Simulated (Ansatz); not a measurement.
`C[N](C)[InH][OH]` and `C[N](C)[AlH][F]` differ in one atom or group.

Ansatz, PBE0-D4/def2-TZVP geometries, multiplicity 1. Each molecule was computed in one conformer, which needn't be the lowest.

Elements past krypton have def2 core potentials.

```json
{"property": "HOMO energy (PBE/def2-TZVPP) / eV", "`C[N](C)[InH][OH]`": "-4.77"}
{"property": "HOMO–LUMO gap (PBE0/def2-TZVPP) / eV", "`C[N](C)[InH][OH]`": "5.15"}
{"property": "HOMO energy (PBE0/def2-TZVPP) / eV", "`C[N](C)[InH][OH]`": "-5.96"}
{"property": "LUMO energy (B3LYP/def2-TZVPP) / eV", "`C[N](C)[InH][OH]`": "-1.07"}
{"property": "LUMO energy (PBE/def2-TZVPP) / eV", "`C[N](C)[InH][OH]`": "-1.46"}
{"property": "LUMO energy (ωB97M-V/def2-TZVPP) / eV", "`C[N](C)[InH][OH]`": "0.49"}
```

(1) What does the change do to each property? (Best estimate.)

Results:

(1) Ansatz gave: 
| property | `C[N](C)[AlH][F]` | shift |
| --- | --- | --- |
| HOMO energy (PBE/def2-TZVPP) / eV | -5.36 | -0.59 |
| HOMO–LUMO gap (PBE0/def2-TZVPP) / eV | 6.32 | 1.17 |
| HOMO energy (PBE0/def2-TZVPP) / eV | -6.61 | -0.65 |
| LUMO energy (B3LYP/def2-TZVPP) / eV | -0.52 | 0.55 |
| LUMO energy (PBE/def2-TZVPP) / eV | -1.04 | 0.42 |
| LUMO energy (ωB97M-V/def2-TZVPP) / eV | 1.23 | 0.74 |

With PBE0 the HOMO falls by 0.65 eV and the LUMO rises by 0.52 eV, so the gap widens by about 1.17 eV. PBE moves the HOMO by -0.59 eV and ωB97M-V by -0.67 eV. The zero-point energy changes by -22.4 kJ/mol with -3 modes.

B3LYP here is the variant with VWN-RPA as its local correlation; programs differ in this.
